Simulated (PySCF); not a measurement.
CH₅Ga.
Bonds: C1–Ga2. Hydrogens: H3, H4, H5 on C1; H6, H7 on Ga2.

The closed-shell ground state was solved at several levels (PySCF, density fitting, gas phase). Geometry: PBE0-D3(BJ)/def2-SVP; no solvent, vibrations or thermal averaging. Relativistic effects, spin–orbit coupling among them, are left out although an element past zinc is present.

```tsv
level	basis functions	HOMO (eV)	LUMO (eV)	gap (eV)	dipole (D)
PBE0/pcSseg-1	83	-8.12	-1.42	6.70	0.71
B3LYP/pcJ-1 (pcSseg-1 on Ga)	118	-7.89	-1.71	6.18	0.71
HF/pcSseg-2	169	-10.95	1.12	12.07	0.63
```

Question: Estimate the row for wB97X-D/def2-SVPD, a basis of 98 functions; the other rows only guide the guess.

Answer: HOMO -9.93 eV, LUMO 0.28 eV, gap 10.21 eV, dipole 0.68 D.

Question: Over all these levels, which gives the widest orbital gap and which the narrowest?

Answer: HF/pcSseg-2 (Hartree–Fock, all exact exchange) has the widest, 12.07 eV, and B3LYP/pcJ-1 (pcSseg-1 on Ga) (global hybrid, 20 % exact exchange) the narrowest, 6.18 eV. Functional and basis both differ between the two, so the spread mixes both effects. The HOMO need not be the same orbital at Hartree–Fock and at DFT levels.

Question: How far do the dipole and the HOMO energy spread over the levels?

Answer: The dipole runs from 0.63 to 0.71 D (mean 0.68 D) and the HOMO from -10.95 to -7.89 eV.
